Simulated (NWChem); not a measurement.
System: Sn cation, doublet

The following NWChem deck was run.

```
start job
memory heap 200 mb stack 900 mb global 1100 mb
charge 1
geometry units angstroms noautoz
  Sn     0.000000     0.000000     0.000000
end
basis spherical
  * library def2-qzvp
end
ecp
  Sn library def2-ecp
end
dft
  odft
  mult 2
  xc xpbe96 cpbe96
  iterations 150
  mulliken
end
task dft gradient
```

Output (shortened):

```
             Northwest Computational Chemistry Package (NWChem) 7.3.0
             --------------------------------------------------------

                             Geometry "geometry" -> ""
                             -------------------------

 Output coordinates in angstroms (scale by  1.889725989 to convert to a.u.)

  No.       Tag          Charge          X              Y              Z
 ---- ---------------- ---------- -------------- -------------- --------------
    1 Sn                  50.0000     0.00000000     0.00000000     0.00000000

 Effective nuclear repulsion energy (a.u.)       0.0000000000

 Summary of "ao basis" -> "ao basis" (spherical)
 ------------------------------------------------------------------------------
       Tag                 Description            Shells   Functions and Types
 ---------------- ------------------------------  ------  ---------------------
 Sn                        def2-qzvp                22       82   7s6p4d4f1g

            General Information
            -------------------
          SCF calculation type: DFT
          Wavefunction type:  spin polarized.
          No. of atoms     :     1
          No. of electrons :    21
           Alpha electrons :    11
            Beta electrons :    10
          Charge           :     1
          Spin multiplicity:     2
          Use of symmetry is: off; symmetry adaption is: off
          Maximum number of iterations: 150
          AO basis - number of functions:    82
                     number of shells:    22
          Convergence on energy requested:  1.00D-06
          Convergence on density requested:  1.00D-05
          Convergence on gradient requested:  5.00D-04

              XC Information
              --------------
          PerdewBurkeErnzerhof Exchange Functional  1.000
            Perdew 1991 LDA Correlation Functional  1.000 local
           PerdewBurkeErnz. Correlation Functional  1.000 non-local

             Grid Information
             ----------------
          Grid used for XC integration:  medium
          Radial quadrature: Mura-Knowles
          Angular quadrature: Lebedev.
          Tag              B.-S. Rad. Rad. Pts. Rad. Cut. Ang. Pts.
          ---              ---------- --------- --------- ---------
          Sn                  1.45      123           8.0       590
          Grid pruning is: on
          Number of quadrature shells:   123
          Spatial weights used:  Erf1

      Superposition of Atomic Density Guess
      -------------------------------------

 Sum of atomic energies:        -249.11408219

 Renormalizing density from      22.00 to     21

      Non-variational initial energy
      ------------------------------

 Total energy =    -210.519922
 1-e energy   =    -358.942405
 2-e energy   =     148.422483
 HOMO         =      -0.420225
 LUMO         =      -0.420225

     ---------------------------------------------
      Total Density - Mulliken Population Analysis
     ---------------------------------------------

    Atom       Charge   Shell Charges
 -----------   ------   -------------------------------------------------------
    1 Sn  22    21.00   0.58  0.04  1.25  0.17  0.96  0.90  0.11  5.91  0.05  0.15  0.48  0.37  0.04  9.50  0.37  0.14 -0.01  0.00  0.00  0.00  0.00  0.00

     --------------------------------------------
      Spin Density - Mulliken Population Analysis
     --------------------------------------------

    Atom       Charge   Shell Charges
 -----------   ------   -------------------------------------------------------
    1 Sn  22     1.00   0.00 -0.00  0.00 -0.00  0.00 -0.00  0.00  0.00  0.00  0.15  0.42  0.38  0.04 -0.00  0.00  0.00  0.00  0.00  0.00 -0.00  0.00  0.00

   convergence    iter        energy       DeltaE   RMS-Dens  Diis-err
 ---------------- ----- ----------------- --------- --------- ---------
 d= 0,ls=0.0,diis     1   -213.8538645481 -2.14D+02  8.69D-03  5.60D-01
                                                     7.88D-03  5.29D-01
 d= 0,ls=0.5,diis     2   -213.8538331870  3.14D-05  3.52D-03  6.11D-01
                                                     3.36D-03  5.97D-01
 d= 0,ls=0.5,diis     3   -213.9766395684 -1.23D-01  9.29D-04  2.36D-02
                                                     8.99D-04  2.22D-02
 d= 0,ls=0.5,diis     4   -213.9831608470 -6.52D-03  2.95D-04  6.58D-04
                                                     2.44D-04  5.32D-04
 d= 0,ls=0.5,diis     5   -213.9834678950 -3.07D-04  1.27D-04  7.73D-05
                                                     9.45D-05  4.62D-05
  Resetting Diis
 d= 0,ls=0.5,diis     6   -213.9835179633 -5.01D-05  6.63D-05  1.61D-05
                                                     4.73D-05  5.94D-06
 d= 0,ls=0.5,diis     7   -213.9835308054 -1.28D-05  3.99D-05  5.04D-06
                                                     2.55D-05  1.25D-06
 d= 0,ls=0.5,diis     8   -213.9835353051 -4.50D-06  2.45D-05  1.83D-06
                                                     1.42D-05  6.07D-07
 d= 0,ls=0.5,diis     9   -213.9835367705 -1.47D-06  1.52D-05  4.96D-07
                                                     9.13D-06  3.28D-08
 d= 0,ls=0.5,diis    10   -213.9835372519 -4.81D-07  9.29D-06  2.06D-07
                                                     4.00D-06  1.41D-08

         Total DFT energy =     -213.983537447848
      One electron energy =     -369.700946959208
           Coulomb energy =      173.496229784482
    Exchange-Corr. energy =      -17.778820273122
 Nuclear repulsion energy =        0.000000000000

 Numeric. integr. density =       21.000000000596

                    DFT Final Alpha Molecular Orbital Analysis
                    ------------------------------------------

 Vector    9  Occ=1.000000D+00  E=-1.228348D+00
              MO Center= -5.3D-15,  6.4D-15,  4.0D-15, r^2= 4.0D-01
   Bfn.  Coefficient  Atom+Function         Bfn.  Coefficient  Atom+Function
  ----- ------------  ---------------      ----- ------------  ---------------
    28      0.797962  1 Sn d  0              27     -0.406988  1 Sn d -1
    29      0.132173  1 Sn d  1              33      0.113472  1 Sn d  0
    32     -0.057875  1 Sn d -1              30     -0.051254  1 Sn d  2
    26      0.037215  1 Sn d -2              38      0.036525  1 Sn d  0

 Vector   10  Occ=1.000000D+00  E=-6.660794D-01
              MO Center= -4.5D-14,  7.7D-14, -1.8D-14, r^2= 1.7D+00
   Bfn.  Coefficient  Atom+Function         Bfn.  Coefficient  Atom+Function
  ----- ------------  ---------------      ----- ------------  ---------------
     5      0.632920  1 Sn s                  6      0.593737  1 Sn s
     3     -0.512227  1 Sn s                  1     -0.149631  1 Sn s
     4     -0.078976  1 Sn s                  2     -0.057196  1 Sn s
     7      0.047946  1 Sn s

 Vector   11  Occ=1.000000D+00  E=-3.906131D-01
              MO Center= -2.4D-14,  1.3D-14,  5.1D-14, r^2= 2.7D+00
   Bfn.  Coefficient  Atom+Function         Bfn.  Coefficient  Atom+Function
  ----- ------------  ---------------      ----- ------------  ---------------
    19      0.488603  1 Sn pz                22      0.421454  1 Sn pz
    10     -0.300296  1 Sn pz                16      0.148973  1 Sn pz
    18     -0.137574  1 Sn py                21     -0.118667  1 Sn py
     9      0.084553  1 Sn py                13     -0.064468  1 Sn pz
    25      0.051528  1 Sn pz                17     -0.044678  1 Sn px

 Vector   12  Occ=0.000000D+00  E=-3.845364D-01
              MO Center= -8.0D-14,  6.0D-14, -5.4D-15, r^2= 2.7D+00
   Bfn.  Coefficient  Atom+Function         Bfn.  Coefficient  Atom+Function
  ----- ------------  ---------------      ----- ------------  ---------------
    18      0.417328  1 Sn py                21      0.379047  1 Sn py
     9     -0.273747  1 Sn py                17      0.215389  1 Sn px
    20      0.195631  1 Sn px                15      0.154604  1 Sn py
     8     -0.141284  1 Sn px                19      0.137200  1 Sn pz
    22      0.124615  1 Sn pz                10     -0.089997  1 Sn pz

 Vector   13  Occ=0.000000D+00  E=-3.845364D-01
              MO Center= -1.4D-15,  6.2D-14,  3.4D-15, r^2= 2.7D+00
   Bfn.  Coefficient  Atom+Function         Bfn.  Coefficient  Atom+Function
  ----- ------------  ---------------      ----- ------------  ---------------
    17      0.437203  1 Sn px                20      0.397098  1 Sn px
     8     -0.286784  1 Sn px                18     -0.218558  1 Sn py
    21     -0.198510  1 Sn py                14      0.161967  1 Sn px
     9      0.143364  1 Sn py                15     -0.080967  1 Sn py
    11     -0.062149  1 Sn px                23      0.045120  1 Sn px

 Vector   14  Occ=0.000000D+00  E=-1.477138D-01
              MO Center= -4.5D-13,  6.6D-13,  2.9D-14, r^2= 7.7D+00
   Bfn.  Coefficient  Atom+Function         Bfn.  Coefficient  Atom+Function
  ----- ------------  ---------------      ----- ------------  ---------------
     7     -2.298404  1 Sn s                  6      2.124175  1 Sn s
     3     -0.369755  1 Sn s                  4      0.205490  1 Sn s
     5     -0.148562  1 Sn s                  1     -0.075810  1 Sn s
    43     -0.067137  1 Sn d  0              42      0.034242  1 Sn d -1

                     DFT Final Beta Molecular Orbital Analysis
                     -----------------------------------------

 Vector    8  Occ=1.000000D+00  E=-1.226575D+00
              MO Center= -5.2D-15, -4.2D-15,  1.3D-14, r^2= 3.9D-01
   Bfn.  Coefficient  Atom+Function         Bfn.  Coefficient  Atom+Function
  ----- ------------  ---------------      ----- ------------  ---------------
    29      0.628202  1 Sn d  1              27      0.575198  1 Sn d -1
    30      0.227523  1 Sn d  2              28      0.198410  1 Sn d  0
    26      0.118385  1 Sn d -2              34      0.086981  1 Sn d  1
    32      0.079642  1 Sn d -1              35      0.031503  1 Sn d  2
    33      0.027472  1 Sn d  0              39      0.025388  1 Sn d  1

 Vector    9  Occ=1.000000D+00  E=-1.221791D+00
              MO Center= -4.6D-15,  6.1D-15,  2.2D-15, r^2= 3.9D-01
   Bfn.  Coefficient  Atom+Function         Bfn.  Coefficient  Atom+Function
  ----- ------------  ---------------      ----- ------------  ---------------
    28      0.801735  1 Sn d  0              27     -0.408913  1 Sn d -1
    29      0.132798  1 Sn d  1              33      0.109799  1 Sn d  0
    32     -0.056001  1 Sn d -1              30     -0.051496  1 Sn d  2
    26      0.037391  1 Sn d -2              38      0.032608  1 Sn d  0

 Vector   10  Occ=1.000000D+00  E=-6.419737D-01
              MO Center= -5.2D-14,  7.7D-14,  4.9D-15, r^2= 1.7D+00
   Bfn.  Coefficient  Atom+Function         Bfn.  Coefficient  Atom+Function
  ----- ------------  ---------------      ----- ------------  ---------------
     5      0.629068  1 Sn s                  6      0.582586  1 Sn s
     3     -0.533535  1 Sn s                  1     -0.151723  1 Sn s
     2     -0.056510  1 Sn s                  7      0.051253  1 Sn s
     4     -0.047783  1 Sn s                 28      0.029416  1 Sn d  0

 Vector   11  Occ=0.000000D+00  E=-3.706317D-01
              MO Center= -7.1D-14,  9.7D-14,  7.6D-15, r^2= 2.7D+00
   Bfn.  Coefficient  Atom+Function         Bfn.  Coefficient  Atom+Function
  ----- ------------  ---------------      ----- ------------  ---------------
    17      0.388796  1 Sn px                20      0.365232  1 Sn px
     8     -0.261833  1 Sn px                18      0.258425  1 Sn py
    21      0.242763  1 Sn py                 9     -0.174035  1 Sn py
    14      0.154448  1 Sn px                19      0.108315  1 Sn pz
    15      0.102658  1 Sn py                22      0.101750  1 Sn pz

 Vector   12  Occ=0.000000D+00  E=-3.706317D-01
              MO Center= -1.4D-14,  2.6D-14, -2.7D-14, r^2= 2.7D+00
   Bfn.  Coefficient  Atom+Function         Bfn.  Coefficient  Atom+Function
  ----- ------------  ---------------      ----- ------------  ---------------
    18      0.382299  1 Sn py                21      0.359130  1 Sn py
    17     -0.277038  1 Sn px                20     -0.260247  1 Sn px
     9     -0.257458  1 Sn py                 8      0.186570  1 Sn px
    15      0.151867  1 Sn py                14     -0.110052  1 Sn px
    19      0.082310  1 Sn pz                22      0.077321  1 Sn pz

 Vector   13  Occ=0.000000D+00  E=-3.388168D-01
              MO Center= -7.7D-14,  1.0D-13,  3.3D-14, r^2= 2.8D+00
   Bfn.  Coefficient  Atom+Function         Bfn.  Coefficient  Atom+Function
  ----- ------------  ---------------      ----- ------------  ---------------
    22      0.452086  1 Sn pz                19      0.427380  1 Sn pz
    10     -0.302565  1 Sn pz                16      0.183804  1 Sn pz
    21     -0.127292  1 Sn py                18     -0.120335  1 Sn py
     9      0.085192  1 Sn py                13     -0.066364  1 Sn pz
    25      0.058969  1 Sn pz                15     -0.051753  1 Sn py

     ---------------------------------------------
      Total Density - Mulliken Population Analysis
     ---------------------------------------------

    Atom       Charge   Shell Charges
 -----------   ------   -------------------------------------------------------
    1 Sn  22    21.00   0.58  0.03  1.23  0.18  0.89  1.02  0.08  5.88 -0.01  0.23  0.47  0.40  0.04  9.00  0.85  0.15 -0.00  0.00  0.00  0.00  0.00  0.00

     --------------------------------------------
      Spin Density - Mulliken Population Analysis
     --------------------------------------------

    Atom       Charge   Shell Charges
 -----------   ------   -------------------------------------------------------
    1 Sn  22     1.00  -0.00  0.00 -0.00 -0.01  0.00  0.01 -0.00  0.01  0.00  0.09  0.46  0.41  0.04 -0.02  0.01  0.01 -0.00 -0.00  0.00 -0.00 -0.00 -0.00

     -------------------------------------------
      Total Density - Lowdin Population Analysis
     -------------------------------------------

    Atom       Charge   Shell Charges
 -----------   ------   -------------------------------------------------------
    1 Sn  22    21.00   0.56  0.42  0.66  0.44  0.68  0.84  0.40  3.13  2.25  0.68  0.46  0.37  0.11  8.24  1.47  0.27  0.02  0.00  0.00  0.00  0.00  0.00

     ------------------------------------------
      Spin Density - Lowdin Population Analysis
     ------------------------------------------

    Atom       Charge   Shell Charges
 -----------   ------   -------------------------------------------------------
    1 Sn  22     1.00  -0.00 -0.00 -0.00 -0.00 -0.00  0.00  0.00  0.02  0.02  0.12  0.37  0.36  0.11 -0.02  0.01  0.00  0.00 -0.00  0.00 -0.00 -0.00 -0.00

   alpha - beta orbital overlaps
   -----------------------------

   alpha      1      2      3      4      5      6      7      8      9     10
    beta      1      2      3      4      6      5      8      7      9     10
 overlap   1.000  0.997  0.997  1.000  0.910  0.910  0.775  0.775  1.000  0.999

   alpha     11     12     13     14     15     16     17     18     19     20
    beta     13     11     12     14     20     19     21     16     15     22
 overlap   0.999  0.880  0.880  0.976  0.952  0.952  0.976  0.991  0.991  1.000

   alpha     21     22     23     24     25     26     27     28     29     30
    beta     17     18     25     23     24     28     29     32     30     31
 overlap   0.788  0.788  0.996  0.898  0.898  0.994  0.994  0.996  0.971  0.971

[...]

                         DFT ENERGY GRADIENTS

    atom               coordinates                        gradient
                 x          y          z           x          y          z
   1 Sn      0.000000   0.000000   0.000000   -0.000000   0.000000  -0.000000
```

Level: PBE/def2-QZVP with def2 effective core potentials on Sn, spin-unrestricted. The open p shell is one determinant without spherical averaging. No stability test was run on the SCF state. def2 effective core potentials on Sn; no spin-orbit coupling.
